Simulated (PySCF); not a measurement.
Input for PySCF: R-B3LYP/6-31G* on CH5BSe (SMILES CB[SeH]), a point of a torsion scan.

```python
from pyscf import gto, scf, dft, mp
from pyscf.data.elements import chemcore

mol = gto.M(
    atom='''
    C    -0.91458441   -0.16305794    0.21210368
    B     0.25253146    0.87307377    0.09364678
    Se    2.10123393    0.31710781    0.02344137
    H    -1.13756932   -0.46288464   -0.81431609
    H    -0.67978065   -1.07343347    0.76173815
    H    -1.83658816    0.25051731    0.61527368
    H     0.03707001    1.94953660   -0.31888280
    H     2.16162464   -0.38444261    1.28070345
    ''',
    basis='6-31g*',
    cart=True,
    charge=0, spin=0, verbose=3, max_memory=1800)
mf = dft.RKS(mol, xc='b3lyp')
mf.conv_tol = 1e-8
mf.max_cycle = 100
mf.kernel()
if not mf.converged:
    mf = mf.newton().run(mf.mo_coeff, mf.mo_occ)
```

The log:

```
converged SCF energy = -2467.26960453134
```

Self-consistency was reached.

Cost: roughly 8 core-seconds.
